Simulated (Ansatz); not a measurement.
Basis-set extrapolation for C$_{2}$H$_{5}$BN$_{2}$, SMILES `B1C=NCN1` (PBE0-D4/def2-TZVP geometry, frozen core, the Gaussian-basis code of Ansatz). Multiplicity 1, RHF reference.

|  | def2-TZVPP | def2-QZVPP |
| --- | --- | --- |
| HF | -212.328200 | -212.337952 |
| MP2 correlation | -0.823841 | -0.879002 |
| CCSD(T) correlation | -0.891651 | not run |

Energies in hartree. Use E(X) = E(∞) + A·exp(−7.88·√X) for Hartree–Fock and E(X) = E(∞) + B·X^(−2.97) for correlation, with X = 3 and 4, and add CCSD(T) minus MP2 of the smaller set to the MP2 limit.

**Question.** What is the CCSD(T) energy at the basis-set limit?

**Answer.** HF limit: -212.337952 + (-0.009752) × 0.13774 = -212.33930. MP2 limit: -0.879002 + (-0.055161) × 0.74074 = -0.91986. Higher-order term: -0.891651 − (-0.823841) = -0.06781. Total: -213.32697 hartree, 2.91 eV below CCSD(T)/def2-TZVPP.
